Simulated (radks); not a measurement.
Species: Ag4+. Configuration: [Ar] 3d10 4s2 4p5 4d7 5s1 (not the ground configuration). Method: scalar-relativistic Kohn-Sham, B86b exchange with PBE correlation, spin-polarised, spherical densities, point nucleus; open shells are filled with parallel spins first (spin-orbit coupling, left out, can overturn this in heavy ions); computed with a radial shooting solver on a logarithmic mesh with Libxc functionals.

Radial electron density D(r) = 4 pi r^2 rho(r):

```
   r/bohr * D(r) (the largest magnitude, 75.7, reaches the edge; | marks zero)
  0.00186 |  *
 0.002461 |   *
 0.003256 |      *
 0.004274 |         *
 0.005656 |              *
 0.007483 |                     *
 0.009901 |                            *
    0.013 |                                   *
   0.0172 |                                         *
  0.02275 |                                           *
  0.02986 |                                        *
  0.03951 |                                     *
  0.05228 |                                      *
  0.06862 |                                              *
   0.0908 |                                                      *
   0.1201 |                                                  *
    0.159 |                                       *
   0.2086 |                                     *
   0.2761 |                                           *
   0.3653 |                                    *
   0.4794 |                   *
   0.6344 |           *
   0.8394 |            *
    1.102 |         *
    1.458 |    *
    1.929 | *
    2.552 *
     3.35 *
    4.432 *
    5.864 *
```

D(r) has 4 maxima, at r = 0.0219, 0.0968, 0.290, 0.839 bohr, and minima at 0.0431, 0.188, 0.655 bohr, inside which lie 2.01, 11.14, 29.11 electrons.
